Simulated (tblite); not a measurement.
Compound: C₅H₁₀NO (doublet state).
Structure used (GFN2-xTB), in Å, numbered top down from 1:
```xyz
17
C5H10NO angstrom
C     -1.4087   -1.2118    0.6958
C     -0.9599   -0.2620   -0.3286
C     -2.0109    0.7818   -0.6887
C      0.2612    0.4322    0.3339
O      0.1742    1.4694    0.9494
N      1.4078   -0.2684    0.1996
C      2.6452    0.1383    0.8214
H     -2.0902   -0.8865    1.4569
H     -0.8893   -2.1394    0.8455
H     -0.6063   -0.7810   -1.2273
H     -2.2765    1.3525    0.1968
H     -1.6207    1.4696   -1.4350
H     -2.9010    0.2969   -1.0818
H      1.4056   -1.1353   -0.3127
H      2.4576    1.0777    1.3382
H      2.9814   -0.6094    1.5429
H      3.4232    0.2877    0.0705
```

Level: GFN2-xTB in tblite, geometry and Hessian alike; calculated harmonic values, unscaled, isolated species. This tight-binding method is rough: wavenumbers can miss measured ones by several per cent, in bad cases by 10 to 20. One conformer, not necessarily the lowest. Open shells enter through the occupations alone, without spin polarisation, and single modes of such species can be off by tens of per cent.

Harmonic wavenumbers (cm⁻¹): 62.3, 113.6, 119.0, 171.4, 196.9, 213.8, 254.1, 298.8, 344.0, 458.9, 465.0, 536.7, 628.7, 671.0, 831.0, 901.5, 959.9, 1039.7, 1052.5, 1105.5, 1114.4, 1154.1, 1171.0, 1190.3, 1209.1, 1321.8, 1393.4, 1400.3, 1404.7, 1414.9, 1463.8, 1481.5, 1484.5, 1492.3, 1756.2, 2898.3, 2966.3, 2984.6, 3037.7, 3038.8, 3041.0, 3057.8, 3128.0, 3175.3, 3462.8.

A = 4933, B = 1756, C = 1519 MHz; mass 100.076 u (most abundant isotopes); point group C1, symmetry number 1; spin multiplicity 2.

Q: Zero-point energy?

A: ½Σν̃ = 30834 cm⁻¹ = 88.16 kcal/mol.

Q: Entropy at 350 K, 1 bar (ideal gas, RRHO, classical rotation)?

A: Translation 40.54, rotation 28.07, vibration 30.08, spin (R ln 2) 1.38: S = 100.1 cal/(mol K).

Q: And Cp and H(350 K) − H(0)?

A: Cp = 38.69 cal/(mol K), of which vibrations give 30.75 (their classical limit is 45 R = 89.4); H(350 K) − H(0) = 8.40 kcal/mol without the zero-point energy, 5.62 from vibrations.

Q: What must be added to the electronic energy to get the Gibbs energy at 350 K and 1 bar?

A: ZPE + [H(350 K) − H(0)] − T·S = 88.16 + 8.40 − 35.03 = 61.53 kcal/mol.

Q: How do the functions run with temperature in this model?

A: 
```csv
T (K),S (cal/(mol K)),Cp (cal/(mol K)),H − H(0) (kcal/mol),G − H(0) (kcal/mol),ln q(vib)
150,75.0,22.8,2.25,-8.99,2.33
250,88.5,30.7,4.93,-17.19,4.72
298.15,94.2,34.6,6.50,-21.59,5.85
400,105.5,42.6,10.43,-31.76,8.21
600,125.4,55.6,20.32,-54.90,12.66
900,150.6,68.6,39.11,-96.41,18.91
```

q(vib) and H(0) count from the zero-point level.

Hindered rotation and anharmonicity are outside this model. Other conformers, if any are populated, would add a mixing term that is left out. The structure is chiral; the term R ln 2 for an equal mix with its mirror image is left out.
